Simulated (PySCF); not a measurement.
Molecule: `O(CC(=O)[O-])C(F)F`, [C₃H₃F₂O₃]-.

Cartesian coordinates in Å; atom numbers follow the order of the lines, from 1:
```xyz
11

O     2.2550   -1.4309   -0.7393
C     1.2576   -0.7147   -0.8143
O     0.5830   -0.3739   -1.7894
C     0.7708   -0.1956    0.6256
O    -0.1656    0.9054    0.6628
C    -1.3073    0.6829    0.0177
F    -2.2399    0.0532    0.8412
F    -1.8992    1.8707   -0.2621
H     0.3415   -1.0506    1.1634
H     1.6398    0.1666    1.1733
H    -1.2303    0.0897   -0.9049
```

Total charge -1.

Frames of a GFN2-xTB Langevin trajectory at 400 K; GIAO PBE0/pcSseg-1 shieldings in PySCF, gas phase, non-relativistic; equivalent atoms averaged within each frame.

Scale: 17O (σ = 336.08 ppm) against H2O; TMS for 13C (σ = 186.93 ppm) and 1H (σ = 31.72 ppm); 19F (σ = 170.95 ppm) vs CFCl3 (reference shieldings calculated alike). The references are static minima.

Q: How do the shifts (ppm) fluctuate along the trajectory?

A: 
```csv
time (fs),O1/O3,O5,C2,C6,C4,F7/F8,H11,H9/H10
250,315.0,125.6,161.7,130.3,79.7,-77.5,8.35,3.75
425,357.6,138.5,172.1,132.4,78.5,-108.0,7.08,4.08
625,341.2,103.7,165.1,124.0,76.7,-91.5,10.12,4.53
800,379.0,114.8,168.2,130.2,85.0,-97.4,9.03,4.67
1000,364.0,88.5,168.4,119.3,75.6,-110.3,9.27,3.50
mean of frames,351.4,114.2,167.1,127.2,79.1,-96.9,8.77,4.11
standard deviation,24.4,19.3,3.9,5.4,3.6,13.3,1.14,0.50
```

5 frames give an uncertainty of the mean of about the standard deviation over 2.2 at best, since frames this close in time may not be independent; classical motion lacks zero-point vibration, and the reference would need the same averaging.
